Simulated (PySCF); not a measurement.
Input for PySCF: R-B3LYP/3-21G on C4H10 (SMILES CCCC), a point of a torsion scan.

```python
from pyscf import gto, scf, dft, mp
from pyscf.data.elements import chemcore

mol = gto.M(
    atom='''
    C    -1.61085035   -0.26670686    0.44830345
    C    -0.74811705    0.51807788   -0.53505921
    C     0.68491535   -0.01985878   -0.75578434
    C     1.05797060   -1.26852115    0.03721293
    H    -1.16824171   -0.27735993    1.44060961
    H    -1.75232608   -1.29222443    0.11821557
    H    -2.59050756    0.20169708    0.52155808
    H    -0.68857319    1.54971173   -0.18174267
    H    -1.26890972    0.54242164   -1.49465953
    H     1.40067517    0.76543348   -0.50349447
    H     0.82034777   -0.24178671   -1.81646762
    H     0.41190302   -2.10466512   -0.21599605
    H     0.99482411   -1.09021510    1.10719452
    H     2.08240834   -1.55147006   -0.19716943
    ''',
    basis='3-21g',
    charge=0, spin=0, verbose=3, max_memory=1800)
mf = dft.RKS(mol, xc='b3lyp')
mf.conv_tol = 1e-8
mf.max_cycle = 100
mf.kernel()
if not mf.converged:
    mf = mf.newton().run(mf.mo_coeff, mf.mo_occ)
```

Output:

```
converged SCF energy = -157.59341829725
```

The run converged.

Cost: about 1.4 core-seconds (a rough figure).
